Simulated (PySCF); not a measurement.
C₂H₈OSi. Atoms are numbered in the order given.

```xyz
12

Si    -0.5268     0.4833     0.0000
C      0.4973     2.0384     0.0000
O      0.5298    -0.8068     0.0000
C      0.1276    -2.1453     0.0000
H     -1.4106     0.4167     1.2103
H     -1.4106     0.4167    -1.2103
H     -0.1507     2.9287     0.0000
H      1.1407     2.0788     0.8918
H      1.1407     2.0788    -0.8918
H     -0.4720    -2.4015     0.8940
H      1.0223    -2.7869     0.0000
H     -0.4720    -2.4015    -0.8940
```
Charge 0, spin multiplicity 1.

Coordinates come from a PBE0-D3(BJ)/def2-SVP optimisation. The values are those of a single conformer.

These are PySCF with ωB97X/def2-TZVP values and carry that method's errors.

Symmetry labels are those of the subgroup Cs that the program uses (full group Cs).

Computed valence orbital energies around the gap with their symmetry:
```json
[
 {"orbital": "HOMO−7", "symmetry": "A'", "energy (eV)": "-15.27"},
 {"orbital": "HOMO−6", "symmetry": "A'", "energy (eV)": "-15.03"},
 {"orbital": "HOMO−5", "symmetry": "A\"", "energy (eV)": "-14.09"},
 {"orbital": "HOMO−4", "symmetry": "A'", "energy (eV)": "-13.71"},
 {"orbital": "HOMO−3", "symmetry": "A\"", "energy (eV)": "-12.02"},
 {"orbital": "HOMO−2", "symmetry": "A'", "energy (eV)": "-11.80"},
 {"orbital": "HOMO−1", "symmetry": "A'", "energy (eV)": "-11.05"},
 {"orbital": "HOMO", "symmetry": "A\"", "energy (eV)": "-10.40"},
 {"orbital": "LUMO", "symmetry": "A'", "energy (eV)": "2.67"},
 {"orbital": "LUMO+1", "symmetry": "A'", "energy (eV)": "3.11"},
 {"orbital": "LUMO+2", "symmetry": "A'", "energy (eV)": "4.00"},
 {"orbital": "LUMO+3", "symmetry": "A'", "energy (eV)": "4.54"}
]
```
